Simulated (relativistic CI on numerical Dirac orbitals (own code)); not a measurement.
# Main line and satellite in the 2p photoemission of Ni+: a two-state model

Problem. An octahedral Ni+ site (d9) has Δ = 3, V(eg) = 2.25, 10Dq = 0.55, 10Dq(ligand) = 1.5 and a core-hole attraction U_cd = 9.2 eV; the hopping is scaled by 0.9 in the final state. Δ is defined between configuration averages. Find the d count, the distance of the satellite and its intensity.

Working.
1. The hole has eg symmetry. Its energy is −0.6 × 10Dq in d9 and Δ − 0.6 × 10Dq(ligand) in d10L, so the gap is Δ' = 2.43 eV.
2. Ground state cos θ |d9⟩ − sin θ |d10L⟩ with tan 2θ = 2V/Δ', θ = 30.8°: weights 0.738 and 0.262, n_d = 9.262.
3. The core hole pulls d10L down by U_cd: the gap becomes Δ' − U_cd = -6.77 eV, the hopping is V' = 2.02 eV, and tan 2θ' = 2V'/(Δ' − U_cd) gives θ' = 74.6°.
4. The two final states lie W = √[(Δ' − U_cd)² + 4V'²] = 7.89 eV apart. The lower, mostly d10L, is the main line.
5. In the sudden approximation the intensities are cos²(θ' − θ) and sin²(θ' − θ), so satellite/main = tan²(43.7°) = 0.92.

Check. The full cluster calculation (with spin-orbit coupling and 2p-3d multiplets, which spread the d9 satellite) gives n_d = 9.262; in its broadened 2p3/2 spectrum, cut halfway, the centroids lie 7.90 eV apart with an area ratio of 0.92.
